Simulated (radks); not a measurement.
Values are calculated unless marked as measured or tabulated.
Species: Ce LVI. Configuration: [He] 2s1. Code: a radial shooting solver on a logarithmic mesh with Libxc functionals. Model: scalar-relativistic Kohn-Sham, LB94 model potential, spin-polarised, spherical densities, finite nucleus; open shells are filled with parallel spins first (spin-orbit coupling, left out, can overturn this in heavy ions); Fermi nuclear charge, rms radius 4.8771 fm.

Normalised radial functions P(r) = r R(r), r in bohr:

```
   r/bohr * 2s down, o 2s up, + 2p down (the largest magnitude, 3.36, reaches the edge; | marks zero, & curves that meet)
0.0009499                             +  &
 0.001046                             +  &
 0.001151                             +   &
 0.001257                             +   &
 0.001384                             +   &
 0.001523                             +    &
 0.001676                             +    &
 0.001845                             +    &
 0.002031                             +     &
 0.002218                             +     &
 0.002442                             +      &
 0.002688                             +      &
 0.002958                             +       &
 0.003256                             |+      &
 0.003585                             |+       &
 0.003914                             |+       &
 0.004309                             |+        &
 0.004743                             |+        o*
 0.005221                             |+         &
 0.005747                             |+          &
 0.006326                             | +         &
 0.006963                             | +          &
 0.007604                             | +          &
  0.00837                             |  +          &
 0.009213                             |  +          &
  0.01014                             |   +         &
  0.01116                             |   +         &
  0.01229                             |    +        &
  0.01342                             |     +       &
  0.01477                             |      +      &
  0.01626                             |       +    &
   0.0179                             |        +  &
   0.0197                             |         +&
  0.02169                             |        & +
  0.02368                             |       &    +
  0.02607                             |    &        +
  0.02869                             |  &            +
  0.03158                             &                +
  0.03477                          &  |                  +
  0.03827                       &     |                    +
  0.04179                   &         |                     +
    0.046                &            |                       +
  0.05063             &               |                        +
  0.05574         &                   |                         +
  0.06135       &                     |                          +
  0.06753    &                        |                          +
  0.07434   &                         |                          +
  0.08118  &                          |                         +
  0.08936  &                          |                        +
  0.09836   &                         |                      +
   0.1083    &                        |                    +
   0.1192       &                     |                  +
   0.1312         &                   |               +
   0.1433            &                |            +
   0.1577               &             |          +
   0.1736                  o*         |       +
   0.1911                     &       |     +
   0.2103                        &    |   +
   0.2315                         &   |  +
   0.2528                           & | +
   0.2783                            &|+
   0.3063                            &|+
   0.3372                             &
```

2s down (empty): eigenvalue -11483.9 eV, 1 radial node at r = 0.0316 bohr, <r> = 0.0990 bohr, 90 % of the charge inside 0.152 bohr. 2s up: eigenvalue -11466.8 eV, 1 radial node at r = 0.0316 bohr, <r> = 0.0993 bohr, 90 % of the charge inside 0.152 bohr. 2p down (empty): eigenvalue -11015.8 eV, 0 radial nodes, <r> = 0.0853 bohr, 90 % of the charge inside 0.137 bohr.
